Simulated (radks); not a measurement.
Task: All-electron calculation, non-relativistic Kohn-Sham, LDA (Slater exchange, VWN5 correlation), spin-unpolarised, spherical densities, point nucleus. Program: a radial shooting solver on a logarithmic mesh with Libxc functionals. Response by self-consistent Sternheimer equations with the Hartree and adiabatic LDA kernel. For heavy and open-shell atoms this level of theory can miss by tens of per cent. Rank Se6+, Kr8+, Br7+, As5+, Cu+, Ge4+, Zn2+, Ga3+, Ni (NIST ground configurations) by static dipole polarisability, largest first.

Result: Ni 45.93, Cu+ 7.887, Zn2+ 2.896, Ga3+ 1.444, Ge4+ 0.8473, As5+ 0.5498, Se6+ 0.3815, Br7+ 0.2777, Kr8+ 0.2094 bohr^3.
